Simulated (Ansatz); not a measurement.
Geometry optimisation, RKS B3LYP/def2-SVP (Ansatz 0.2.0).

Input file:

```yaml
crystal:
  periodic: [false, false, false]
  atoms:
    - { symbol: C, position_ang: [2.4433, -1.2695, 0.8163] }
    - { symbol: C, position_ang: [1.254, -0.9124, 1.0221] }
    - { symbol: O, position_ang: [-0.0341, -0.5569, 1.2665] }
    - { symbol: C, position_ang: [-0.6907, -0.3998, 0.0713] }
    - { symbol: Si, position_ang: [-0.19042, -1.36055, -1.44942] }
    - { symbol: I, position_ang: [-0.1393, 1.71453, -0.498] }
    - { symbol: H, position_ang: [3.4327, -1.5024, 0.6251] }
    - { symbol: H, position_ang: [-1.77423, -0.39377, 0.17126] }
    - { symbol: H, position_ang: [1.33231, -1.2891, -1.68988] }
    - { symbol: H, position_ang: [-0.50344, -2.78513, -1.21264] }
    - { symbol: H, position_ang: [-0.87917, -0.91767, -2.66533] }
basis:
  gaussian: { orbitals: def2-SVP }
hamiltonian:
  xc: b3lyp
relax:
  f_tol: 0.015
  max_steps: 40
```

Launched with:

```bash
$ ansatz run input.yaml --threads 2 --pin off --max-ram 3072MiB --backend cpu --events-out ev --progress --plain --runs-dir out
```

Where does it end, and by what steps?

The run converged. After 10 steps the energy has fallen by 0.738 eV; H9 moved furthest, 0.56 Å.

```json
{"step": "0", "energy less start (eV)": "0.0000", "largest force component (eV/Å)": "6.231", "accepted": "yes"}
{"step": "1", "energy less start (eV)": "-0.5512", "largest force component (eV/Å)": "1.239", "accepted": "yes"}
{"step": "2", "energy less start (eV)": "-0.6653", "largest force component (eV/Å)": "1.037", "accepted": "yes"}
{"step": "3", "energy less start (eV)": "-0.7110", "largest force component (eV/Å)": "0.243", "accepted": "yes"}
{"step": "4", "energy less start (eV)": "-0.7239", "largest force component (eV/Å)": "0.455", "accepted": "yes"}
{"step": "5", "energy less start (eV)": "-0.7190", "largest force component (eV/Å)": "0.285", "accepted": "no"}
{"step": "6", "energy less start (eV)": "-0.7357", "largest force component (eV/Å)": "0.091", "accepted": "yes"}
{"step": "7", "energy less start (eV)": "-0.7371", "largest force component (eV/Å)": "0.023", "accepted": "yes"}
{"step": "8", "energy less start (eV)": "-0.7376", "largest force component (eV/Å)": "0.022", "accepted": "yes"}
{"step": "9", "energy less start (eV)": "-0.7377", "largest force component (eV/Å)": "0.037", "accepted": "yes"}
{"step": "10", "energy less start (eV)": "-0.7378", "largest force component (eV/Å)": "0.014", "accepted": "yes"}
```

```xyz
11
Properties=species:S:1:pos:R:3
C 2.529 -1.264 1.126
C 1.350 -0.994 1.103
O 0.076 -0.722 1.134
C -0.577 -0.330 -0.054
Si -0.260 -1.397 -1.624
I -0.156 1.811 -0.560
H 3.576 -1.497 1.146
H -1.642 -0.299 0.204
H 1.095 -1.153 -2.177
H -0.428 -2.831 -1.246
H -1.313 -0.997 -2.596
```

Whether the end is a true minimum wasn't checked by a vibrational analysis.

Time of the run: 65 s on 2 threads of Intel(R) Xeon(R) Platinum 8375C CPU @ 2.90GHz (Ice Lake), on a shared host, peak memory 0.37 GiB.
